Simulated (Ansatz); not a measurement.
System: sum formula SiNHCl$_{3}$, charge 0, multiplicity 2. It need not be the lowest isomer of its formula. SMILES: [NH][Si](Cl)(Cl)Cl
Geometry from a B3LYP-D3(BJ)/def2-TZVP (Ansatz, a program for electronic structure) optimisation:
```xyz
6

Si     0.2593     0.1023     0.0111
Cl     0.0991    -1.2676    -1.4979
Cl    -0.2454    -0.7505     1.7991
Cl    -0.9950     1.6545    -0.3635
N      1.8869     0.6867     0.0895
H      2.5634    -0.0587     0.2770
```
Charge 0, spin multiplicity 2.

Quantity: atomisation energy (electronic, to ground-state atoms), in eV. Cores are frozen in the correlated levels unless marked. Open shells are spin-unrestricted. Spin-orbit coupling is left out. No relativistic terms. The coupled-cluster limit lacks core correlation, which all-electron functionals hold. CBS marks a two-point X^-3 extrapolation of the correlation energy; Hartree-Fock from the larger set (for Q and 5 zeta extrapolated as (X+1)exp(-9√X)).

```tsv
level	program	atomisation energy (eV)
HF/cc-pV(T+d)Z	Ansatz	13.56
HF/cc-pV(5+d)Z	Ansatz	13.64
B3LYP/def2-TZVPD	Ansatz	18.94
BHLYP-D3(BJ)/def2-TZVPD	Ansatz + dftd3	18.80
HSE06-D3(BJ)/def2-TZVPD	Ansatz + dftd3	19.70
HSE06-D4/def2-TZVPD	Ansatz + dftd4	19.72
CAM-B3LYP-D3(BJ)/def2-TZVPD	Ansatz + dftd3	19.37
```

Task: What does CCSD(T)/CBS(cc-pV(Q+d)Z,cc-pV(5+d)Z) (Ansatz) give?

Result: 19.68 eV
